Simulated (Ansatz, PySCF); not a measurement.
Reaction R1 → P1 + P2, each structure at its B3LYP-D3(BJ)/def2-TZVP stationary point, reached from a drawn start (curvature not checked).
P1, CuHO (SMILES [OH][Cu]) (charge 0, multiplicity 1, Z-matrix in Å and degrees):
```
O
H 1 0.9649
Cu 1 1.7954 2 108.68
```
R1, CuH2O2 (SMILES [OH][Cu][OH]) (charge 0, multiplicity 2):
```json
[
 {"atom": "Cu", "x (Å)": "0.0000", "y (Å)": "-0.0003", "z (Å)": "-0.0004"},
 {"atom": "O", "x (Å)": "1.7538", "y (Å)": "-0.0346", "z (Å)": "0.0150"},
 {"atom": "H", "x (Å)": "2.1635", "y (Å)": "-0.7702", "z (Å)": "0.4855"},
 {"atom": "O", "x (Å)": "-1.7538", "y (Å)": "0.0345", "z (Å)": "-0.0152"},
 {"atom": "H", "x (Å)": "-2.1635", "y (Å)": "0.7705", "z (Å)": "-0.4849"}
]
```
P2, OH (SMILES [OH]) (charge 0, multiplicity 2):
```json
[
 {"atom": "O", "x (Å)": "0.0000", "y (Å)": "0.0000", "z (Å)": "0.4884"},
 {"atom": "H", "x (Å)": "0.0000", "y (Å)": "0.0000", "z (Å)": "-0.4884"}
]
```

P less R. No zero-point or thermal terms; singlets are restricted closed shells; open shells are unrestricted; no spin–orbit coupling. The spin states of the d-block species are the ones drawn and need not be the lowest.

Correlated levels freeze the cores.

Programs: Ansatz (Gaussian basis) for Hartree–Fock, density functionals and correlated methods; PySCF for the D3/D4 terms. All values are computed, each at the level named.

```
level                    reaction energy (kcal/mol)
-----------------------  --------------------------
HF/def2-QZVPP                                 73.74
PBE-D4/def2-TZVPP                             79.40
BLYP-D3(BJ)/def2-TZVPP                        75.84
r2SCAN-D4/def2-TZVPP                          78.69
B3LYP-D3(BJ)/def2-TZVPP                       68.97
CAM-B3LYP-D4/def2-TZVPP                       69.18
SCS-MP2/def2-QZVPP                            46.86
CCSD(T)/def2-TZVPP                                ?
CCSD(T)/def2-QZVPP                                ?
```

**Question.** What belongs in the gaps?

**Answer.** 
- CCSD(T)/def2-TZVPP, reaction energy (kcal/mol): 59.21
- CCSD(T)/def2-QZVPP, reaction energy (kcal/mol): 60.74

Ansatz is a first-principles code.
